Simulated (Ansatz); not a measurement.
Species: YBr, net charge 0, singlet state. 
Geometry from a B3LYP-D3(BJ)/def2-TZVP (Ansatz, an electronic-structure program) optimisation:
```xyz
2

Y      0.0000     0.0000    -1.2121
Br     0.0000     0.0000     1.3506
```
Charge 0, spin multiplicity 1.

Basis-set convergence of Hartree-Fock and MP2 correlation energies (hartree) with Ansatz. Correlated levels leave the core frozen unless marked. Spin-orbit coupling is left out. The frozen core is the preceding noble-gas configuration, with the filled d and f shells of earlier blocks. In def2 rows, elements after Kr have scalar-relativistic effective core potentials.

The Hartree-Fock reference is unstable (checked in the largest basis), which strains HF and MP2. 

| basis | functions | E(HF) | E(corr, MP2) |
|---|---|---|---|
| def2-SVP | 63 | -2610.02776 | -0.15647 |
| def2-TZVPP | 104 | -2610.35316 | -0.20576 |
| def2-QZVPP | 170 | -2610.40360 | -0.22633 |

Extrapolating the two largest sets (X = 3 and 4) as X^-3: E(corr) = (64·(-0.22633) - 27·(-0.20576))/37 = -0.2413 Eh, an estimate of the basis-set limit. The largest set recovers 93.8 % of it, the smallest 64.8 %.
